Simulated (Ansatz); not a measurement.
# Energy profile

The step: SiN₂H₆ ([NH2][SiH2][NH2]) + AsH₃ → SiAsNH₆ ([NH2][SiH2][AsH2]) + NH₃; bonds formed: Si1–As7, N2–H6; bonds broken: Si1–N2, H6–As7 (atoms numbered as in the saddle structure below).

```
13
angstrom
Si -0.8634 -0.7422 0.0153
N 0.4656 -0.3856 1.2687
H -0.2567 -1.6723 -0.9536
H -1.8079 -1.5304 0.8635
N -1.7439 0.6445 -0.3750
H 1.1152 0.1347 0.5494
As 1.3912 0.8948 -1.4982
H 0.9116 -1.2026 1.6804
H 0.1593 0.2460 2.0046
H -1.3916 1.3111 -1.0426
H -2.7392 0.6788 -0.2281
H 2.4605 -0.1869 -1.6073
H 2.2992 1.8102 -0.6770
```

Electronic energies by CCSD(T) at an estimated basis limit (MP2 extrapolated from triple and quadruple zeta, plus CCSD(T) − MP2 in triple zeta), on PBE0-D4/def2-TZVP structures; SiAsN2H9, closed shell; no counterpoise correction. Program: Ansatz 0.2.0. Basis: def2-TZVPP and def2-QZVPP. Cores are frozen in the correlated methods. Filled d shells of the heavier atoms are correlated. The def2 sets are not built for correlating such inner shells, so the correlated values are less sure here. Extrapolation: Hartree–Fock as exp(−7.88 √X), correlation as X^−2.97.

Task: Give the profile in kJ/mol, counted from the separated reactants. (Judge from chemistry; the value comes from the calculation.)

Result: The calculation gives:
| point | kJ/mol |
| --- | --- |
| separated: SiN2H6 (linked as [NH2][SiH2][NH2]; Si1, N2, H3, H4, N5, H8, H9, H10, H11; singlet) + AsH3 (H6, As7, H12, H13; singlet) | 0.0 |
| start structure | -12.2 |
| saddle | 122.1 |
| end structure | 23.5 |
| separated: SiAsNH6 (linked as [NH2][SiH2][AsH2]; Si1, H3, H4, N5, As7, H10, H11, H12, H13; singlet) + NH3 (N2, H6, H8, H9; singlet) | 31.6 |

The T1 diagnostic stays at or below 0.013.

For scale, one of the runs: CCSD(T)/def2-TZVPP, 278 basis functions, launched by `ansatz run in.yaml --threads 8 --pin off --events-out ev --progress --plain --max-ram 19148MiB`. Time: 3.2 min of wall clock on 8 CPU threads of an Arm Neoverse V2; the host was shared. Peak host memory: 7.8 GiB.
